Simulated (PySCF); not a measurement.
**Working out the ionisation energy of C+**

C+ [He] 2s2 2p1 (2P) → C(2+) [He] 2s2 (1S). All numbers are calculated (PySCF 2.14, the spin-free X2C one-electron Hamiltonian (Gaussian nucleus), in Sapporo-DZP-2012 (4s3p1d, 18 functions)). Frozen: 1s2. Energies in hartree (1 hartree = 27.21139 eV):

```json
{"part": "UHF", "C+ (lower)": "-37.302163", "C(2+) (upper)": "-36.416410"}
{"part": "CCSD correlation", "C+ (lower)": "-0.069838", "C(2+) (upper)": "-0.072732"}
{"part": "(T)", "C+ (lower)": "-0.000731", "C(2+) (upper)": "0.000000"}
```

Q: What does Hartree-Fock give?

A: (-36.416410) − (-37.302163) = 0.885753 hartree = 24.103 eV.

Q: What do CCSD and CCSD(T) give?

A: The CCSD correlation energies differ by -0.002894 hartree = -0.079 eV and the triples by 0.000731 hartree = 0.020 eV, so CCSD gives 24.024 eV and CCSD(T) 24.044 eV.

Measured between the centres of the two terms (NIST): 24.378 eV, so CCSD(T) (valence) is off by -0.334 eV.

A double-zeta basis recovers only part of the correlation energy.

The coupled-cluster amplitudes are large, so a single reference is strained.

What remains against the reference includes basis incompleteness, the frozen core and higher excitations.
